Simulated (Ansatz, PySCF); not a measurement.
Constitutional and geometric isomers with formula CH6Si3. All species are isolated molecules in the gas phase. Strings in code marks are SMILES.

Quantity: electronic energy of isomers of CH6Si3 relative to `C1=[SiH][SiH2][SiH2]1`, in kcal/mol. The restricted reference of `C1[SiH]=[SiH][SiH2]1`, `C1=[SiH][SiH2][SiH2]1`, `C[SiH]1[SiH]=[SiH]1` and `C[Si]1=[SiH][SiH2]1` is unstable towards unrestricted orbitals.

Level 1: frozen-core CCSD(T)/cc-pVDZ // PBE0-D3(BJ)/def2-TZVP (Ansatz, a quantum-chemistry and plane-wave program)
Level 2: PBE-D3(BJ)/def2-TZVP // PBE0-D3(BJ)/def2-TZVP (PySCF)
Level 3: r2SCAN0/cc-pVTZ // PBE0-D3(BJ)/def2-TZVP (Ansatz)
Level 4: PBE/6-31G* // PBE0-D3(BJ)/def2-TZVP (PySCF)

```tsv
species	level 2	level 3	level 4
`C[SiH]1[SiH]=[SiH]1`	8.10	8.94	7.52
`C1[SiH]=[SiH][SiH2]1`	-0.57	-0.69	-0.59
`C[Si]1=[SiH][SiH2]1`	7.70	8.37	6.89
```

What does level 1 give for each?


- `C[SiH]1[SiH]=[SiH]1`: 11.3
- `C1[SiH]=[SiH][SiH2]1`: 1.40
- `C[Si]1=[SiH][SiH2]1`: 11.1
